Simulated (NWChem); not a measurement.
System: AlPH4; SMILES [AlH2][PH2]

Computed with NWChem. Medium grid unless said otherwise, to which SCAN and Minnesota functionals are sensitive. The geometry was optimised at PBE0/def2-SVP. Hybrids' shares of exact exchange are those that their runs print; pure functionals count as 0. The functionals differ in more than this share.

| row | share of exact exchange | highest occupied level (eV) |
|---|---|---|
| PBE/def2-SVP | 0.00 | -6.14 |
| BLYP/def2-SVP | 0.00 | -5.93 |
| B3LYP/def2-SVP | 0.20 | -6.95 |
| M06/def2-SVP | 0.27 | withheld |
| BHandHLYP/def2-SVP | 0.50 | -8.09 |
| M05-2X/def2-SVP | 0.56 | -8.22 |

### Question
Fit a straight line of the last column on the one before it, predict the withheld value, and compare with the run.

### Answer

1. Means of the 5 shown rows: x = 0.252, y = -7.066. Slope Σ(x − x̄)(y − ȳ)/Σ(x − x̄)² = -1.135/0.2861 = -3.968; intercept -6.066.
2. The shown rows scatter about the line by 0.088 (root mean square); the largest residual is +0.14, at BLYP/def2-SVP.
3. At x = 0.27 (M06/def2-SVP; inside the shown range) the line gives -7.14.
4. The run gives -7.06, +0.08 from the line, 0.9 times the scatter.
